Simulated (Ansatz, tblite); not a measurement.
Cost and result up the ladder for the cluster Te2Pb (3 atoms). The state is a singlet with charge 0. Geometry: r2SCAN-D4/def2-SVP.

```csv
atom,x (Å),y (Å),z (Å)
Pb1,0.453,1.054,-1.175
Te2,-0.314,-1.565,-0.377
Te3,-0.139,0.511,1.553
```

Ansatz on 4 threads of Arm Neoverse V1 on a shared host; xTB runs through tblite on one thread. Times are rough, summed over both states, and most runs start from the orbitals of an earlier one. RPA@PBE/def2-TZVP serves as the yardstick here, not as an exact answer. The other state is a triplet at its own geometry.

In the def2 sets Pb, Te take a core potential; there is no spin–orbit coupling. The xTB rows come from tblite. B3LYP takes the VWN-RPA correlation. HSE06 is defined as in plane-wave codes, on full-range PBE exchange. Correlated methods freeze 12 core orbitals; core or outer-core shells of Pb, Te are correlated, in sets that lack core-valence functions. The structure comes from a short search, and lower isomers may exist.

xTB has no spin-polarisation term.

| level | functions | wall time | triplet − singlet (eV) | difference from RPA@PBE/def2-TZVP (eV) |
| --- | --- | --- | --- | --- |
| GFN1-xTB | 22 | 0.004 s | 1.94 | 1.02 |
| GFN2-xTB | 22 | 0.005 s | 1.91 | 0.99 |
| LDA (SPW92)/def2-TZVP | 150 | 1.8 s | 1.08 | 0.16 |
| PBE-D4/def2-TZVP | 150 | 3 s | 0.93 | 0.01 |
| B3LYP-D4/def2-TZVP | 150 | 5.2 s | 0.90 | -0.01 |
| PBE0-D4/def2-TZVP | 150 | 5.3 s | 0.89 | -0.02 |
| HSE06-D4/def2-TZVP | 150 | 5.4 s | 0.90 | -0.02 |
| MP2/def2-TZVP | 150 | 5.7 s | 1.05 | 0.13 |
| CAM-B3LYP-D4/def2-TZVP | 150 | 6.5 s | 0.87 | -0.04 |
| r2SCAN-D4/def2-TZVP | 150 | 7.2 s | 0.83 | -0.09 |
| RPA@PBE/def2-TZVP | 150 | 9 s | 0.92 | 0.00 |
| B97M-V/def2-TZVP (with forces) | 150 | 15 s | 0.93 | 0.01 |
